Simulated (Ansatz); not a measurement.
Ti oxide hydroxide: binding per atom (eV) at several levels, gas phase, relaxed structures; Ansatz. Clusters are the lowest isomers that short searches found in that spin, judged at the geometry's level. Binding counts from free atoms in the multiplicity of their measured ground term, without zero-point energy. The structures are stationary points that may keep the symmetry of their start.

```
                  species    state         geometry  HF/def2-TZVP  PBE-D4/def2-SVP  PBE0-D4/def2-SVP  PBE0-D4/def2-TZVP  PBE0-D4/def2-TZVPD
TiO4H4 (with an O–O bond)  singlet  PBE-D4/def2-SVP          2.05             4.00              3.67               3.67                3.67
                  Ti2O5H2  singlet  PBE-D4/def2-SVP          2.58             5.33              4.81               4.79                4.80
```

(1) Estimate the rows for TiO3H2 (with an O–O bond) (singlet, PBE0-D4/def2-SVP geometry).

(1) 
```csv
species,state,geometry,HF/def2-TZVP,PBE-D4/def2-SVP,PBE0-D4/def2-SVP,PBE0-D4/def2-TZVP,PBE0-D4/def2-TZVPD
TiO3H2 (with an O–O bond),singlet,PBE0-D4/def2-SVP,1.72,4.08,3.64,3.64,3.65
```
